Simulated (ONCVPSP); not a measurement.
# PBEsol ONCV dataset for thallium, fully relativistic all-electron reference.

```
Element                 : Tl
Generator               : ONCVPSP 4.0.1
Type                    : optimised norm-conserving Vanderbilt (ONCV)
Functional              : PBEsol
Relativity              : fully relativistic
Frozen core             : [Kr] 4d10 4f14
Valence charge          : 21
Reference configuration : 5s2 5p6 5d10 6s1.5 6p1.5
Partial waves           : 5s+6s: rc 1.40 bohr, ncon 4, nbas 7, qcut 6.5 1/bohr, 2 projectors; 5p+6p: rc 1.30 bohr, ncon 3, nbas 7, qcut 12.2 1/bohr, 2 projectors; 5d: rc 1.30 bohr, ncon 4, nbas 9, qcut 13.2 1/bohr, local
Local potential         : the d channel
Core correction         : Teter function, fcfact 4.25, rcfact 1.55
```

Open shells are filled in proportion to 2j + 1.

Poles of the logarithmic derivatives, all-electron (AE) and pseudo (PS). s: poles at -4.2 (AE) and -4.2 (PS) Ha. p3/2: poles at -0.7 (AE) and -0.7 (PS) Ha. p1/2: poles at -2.0 (AE) and -2.0 (PS) Ha. d5/2: poles at 2.8 (AE) and 2.6 (PS) Ha. d3/2: poles at 2.4 (AE) and 2.6 (PS) Ha. Test radii: s 1.42, p3/2 1.32, p1/2 1.32, d5/2 1.32, d3/2 1.32 bohr.

- Cutoffs needed: 49 Ha and 71 Ha (the cutoffs (Ha) at which the residual kinetic energy of the hardest occupied pseudo-wave falls to 1 and 0.1 mHa per electron)
- Ghost test: no bound ghost flagged; no localised positive-energy state flagged
- Largest excitation error: -6.9 meV (all-electron minus pseudo) for 5s2 5p6 5d10 6s0 6p3, out of 4 test configurations
- rms error of d²Exc/dni dnj: 8.52 mHa without and 2.62 mHa with the model core
